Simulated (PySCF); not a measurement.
C2H5NO2Si, SMILES O[Si@@H]1C=NCO1. Atoms are numbered in the order given.

```xyz
11

O      1.8505     0.3621     1.1065
Si     0.5376     0.7175     0.1632
C     -1.1516     0.1715     0.8130
N     -1.6819    -0.6971     0.0387
C     -0.8726    -1.0005    -1.1278
O      0.3452    -0.2868    -1.1617
H      1.9521    -0.5463     1.4094
H      0.7231     2.1386    -0.1936
H     -1.7055     0.4598     1.7184
H     -0.6743    -2.0867    -1.1340
H     -1.4688    -0.7594    -2.0248
```

Coordinates come from a ωB97X-D3(BJ)/def2-SVP optimisation. The structure was generated by enumeration; whether it is a known compound was not checked. The values are those of a single conformer.

All values below come from PySCF with PBE/def2-TZVP.

Gas-phase values at a fixed geometry.

| Item | Result |
|---|---|
| total energy | -573.63702 hartree |
| highest occupied level | -6.01 eV |
| lowest empty level | -2.16 eV |
| orbital gap | 3.86 eV |
| dipole moment | 0.187 e·Å |
| quadrupole, principal values (traceless, Buckingham form, about the centre of nuclear charge) | -10.44, 2.94, 7.50 D·Å |
| mean static polarisability | 59.8 bohr³ (8.86 Å³) |
| polarisability, principal values | 49.0, 56.8, 73.7 bohr³ |
